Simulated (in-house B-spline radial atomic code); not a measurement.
**LC-wPBE excitations of neutral helium**

Method: LC-wPBE. Computed with a B-spline radial code for spherical atoms: linear response of the closed shell 1s2 with the functional's adiabatic kernel; non-relativistic, point nucleus, no spin-orbit coupling, no double excitations, S, P, D and F terms only.

Command:
```bash
python run_td.py task.json out
```
Settings (radii: box in bohr, nucleus in fm):
```
Z                        2
electrons                2
configuration            1s2
hamiltonian              nr
method                   lc_wpbe
box_radius               75
intervals                48
```

Run time, properties included: 0.2 s on 1 thread of Arm Neoverse N1, on a shared host.

The lowest states, in the order of their Tamm-Dancoff energies; the method's threshold (minus the highest occupied level) is 21.198 eV. Labels give the largest channel, * marks a mixed state, and oscillator strengths are full-response dipole values. Measured ¹D terms are left out, since they can mix with doubly excited terms. Semilocal kernels can invert the small singlet-triplet splittings of Rydberg terms. Energies in eV:

| state | full response | Tamm-Dancoff | oscillator strength | measured (J-weighted term) |
| --- | --- | --- | --- | --- |
| 1s → 2s 3S | ? | ? | - | ? |
| 1s → 2s 1S | 17.744 | 17.782 | - | - |
| 1s → 2p 3P | ? | ? | - | ? |
| 1s → 2p 1P | 18.238 | 18.242 | 0.17 | 21.218 |
| 1s → 3s 3S | 19.476 | 19.479 | - | 22.718 |
| 1s → 3s 1S | 19.672 | 19.684 | - | 22.920 |
| 1s → 3d 3D | 19.701 | 19.701 | - | 23.074 |
| 1s → 3d 1D | 19.702 | 19.702 | - | - |
| 1s → 3p 3P | 19.748 | 19.750 | - | 23.007 |
| 1s → 3p 1P | 19.821 | 19.822 | 0.0544 | 23.087 |
| 1s → 4s 3S | 20.261 | 20.262 | - | - |
| 1s → 4s 1S | 20.342 | 20.347 | - | - |
| 1s → 4f 3F | 20.348 | 20.348 | - | - |
| 1s → 4f 1F | 20.348 | 20.348 | - | - |
| 1s → 4d 3D | 20.355 | 20.355 | - | - |
| 1s → 4d 1D | 20.356 | 20.356 | - | - |

Where does 1s → 2s 3S lie?

At 17.048 eV in full response, 17.060 eV in Tamm-Dancoff; measured 19.820 eV.

Where does 1s → 2p 3P lie?

At 18.037 eV in full response, 18.043 eV in Tamm-Dancoff; measured 20.964 eV.

How large is the singlet-triplet splitting of 1s → 2s (S terms) in Tamm-Dancoff?

0.722 eV, from the unrounded values.

What polarisabilities and dispersion coefficient does the method give?

Dipole 1.557 bohr³, quadrupole 3.238 bohr⁵, C6 1.703 hartree·bohr⁶ for two such species. Recommended dipole value: 1.38375 ± 2e-05 bohr³ (Schwerdtfeger and Nagle, table of static dipole polarizabilities (2023 update)), which includes relativity and correlation.
